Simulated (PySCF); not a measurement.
# Xenon: a sound run and one with changed settings

Sound run: Xe [Xe], Xe⁺ [Kr] 4d10 5s2 5p5. Calculation: PySCF 2.14, in def2-TZVP with the def2 core potential (28 electrons) (6s5p3d2f, 50 functions); scalar relativity through the core potential. In the sound run the correlated levels freeze 4s2 4p6 4d10 outside the core potential. The sound run starts from symmetry-adapted Hartree-Fock orbitals and uses a fine grid where one is needed.

A second run was set up differently.

```json
{"species": "Xe", "method": "UHF", "sound run (hartree)": "-328.29839", "changed run (hartree)": "-328.29839", "converged": "yes"}
{"species": "Xe", "method": "BP86", "sound run (hartree)": "-329.49959", "changed run (hartree)": "-329.49959", "converged": "yes"}
{"species": "Xe", "method": "r2SCAN", "sound run (hartree)": "-329.48696", "changed run (hartree)": "-329.48696", "converged": "yes"}
{"species": "Xe", "method": "MP2", "sound run (hartree)": "-328.44335", "changed run (hartree)": "-328.40180", "converged": "yes"}
{"species": "Xe", "method": "CCSD(T)", "sound run (hartree)": "-328.46336", "changed run (hartree)": "-328.46336", "converged": "yes"}
{"species": "Xe⁺", "method": "UHF", "sound run (hartree)": "-327.87704", "changed run (hartree)": "-327.87704", "converged": "yes"}
{"species": "Xe⁺", "method": "BP86", "sound run (hartree)": "-329.04180", "changed run (hartree)": "-329.04180", "converged": "yes"}
{"species": "Xe⁺", "method": "r2SCAN", "sound run (hartree)": "-329.03036", "changed run (hartree)": "-329.03036", "converged": "yes"}
{"species": "Xe⁺", "method": "MP2", "sound run (hartree)": "-327.99284", "changed run (hartree)": "-327.96091", "converged": "yes"}
{"species": "Xe⁺", "method": "CCSD(T)", "sound run (hartree)": "-328.01505", "changed run (hartree)": "-328.01505", "converged": "yes"}
```

Ionisation energy of Xe:

| method | sound run (eV) | changed run (eV) |
| --- | --- | --- |
| UHF | 11.466 | 11.466 |
| BP86 | 12.457 | 12.457 |
| r2SCAN | 12.425 | 12.425 |
| MP2 | 12.259 | 11.997 |
| SCS-MP2 | 12.187 | 11.951 |
| CCSD | 12.163 | 12.163 |
| CCSD(T) | 12.199 | 12.199 |

(1) What was changed?
A. minimal basis
B. too few SCF iterations
C. level shift left on
D. basis contracted for another Hamiltonian

Results:

(1) C. It used initial guess minao, at most 50 SCF cycles, level shift 0.5 hartree. A level shift leaves the converged SCF energy unchanged but raises the virtual orbital energies, which shrinks MP2 if it is not removed.
